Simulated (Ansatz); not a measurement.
CH₄F₂OSi, singlet, geometry from GFN2-xTB, with bond 5-2 at 2.4 times its length; CASSCF(4,3)/6-31G run with Ansatz (a program for electronic structure).

Ansatz was given this input:
Ansatz 0.2 input:
```yaml
crystal:
  periodic: [false, false, false]
  atoms:
    - {symbol: C, position_ang: [1.75134802, -0.01003860, -0.62242699]}
    - {symbol: Si, position_ang: [-0.01704949, -0.01184987, -0.00590827]}
    - {symbol: O, position_ang: [-0.87700248, -1.11492948, -0.79118722]}
    - {symbol: F, position_ang: [-0.73172445, 1.41838748, -0.12820296]}
    - {symbol: F, position_ang: [-0.30283796, -0.60331499, 3.78617585]}
    - {symbol: H, position_ang: [2.22928518, -0.96827422, -0.44462918]}
    - {symbol: H, position_ang: [2.33657009, 0.75294384, -0.11740230]}
    - {symbol: H, position_ang: [1.79488772, 0.18778604, -1.68873917]}
    - {symbol: H, position_ang: [-1.80344616, -1.26773430, -0.61576821]}
basis:
  gaussian:
    orbitals: 6-31G
hamiltonian:
  xc: hf
magnetization: {spin_polarized: false}
correlation: {active_space: {window: {electrons: 4, orbitals: 3}}}
```

Write the output that Ansatz gives for this input, abridged.


```
Functional definition: HF
620 factors; integrals over basis functions are off by at most 2.9e-4 eV
mean field evaluation 1: about -16391.9016 eV, gradient 5.3e1 eV
mean field evaluation 2: about -16391.9034 eV, gradient 5.3e1 eV
mean field evaluation 4: about -16395.3731 eV, gradient 3.2e1 eV
mean field evaluation 8: about -16397.4054 eV, gradient 1.9e0 eV
mean field evaluation 16: about -16397.4812 eV, gradient 8.8e-5 eV
mean field -16397.48123892 eV, -602.5963209182 hartree, gradient 1.9e-6 eV, S^2 0.000000; 0 other end points of the search recorded, 0 dependent functions left out
reference -16397.48123892 eV, -602.5963209182 hartree; 25, 25 occupied and 32, 32 virtual orbitals, 620 factors
state -16400.87554793 eV, -602.7210594737 hartree
Total energy: -16400.87554793 eV, -602.7210594737 hartree
```
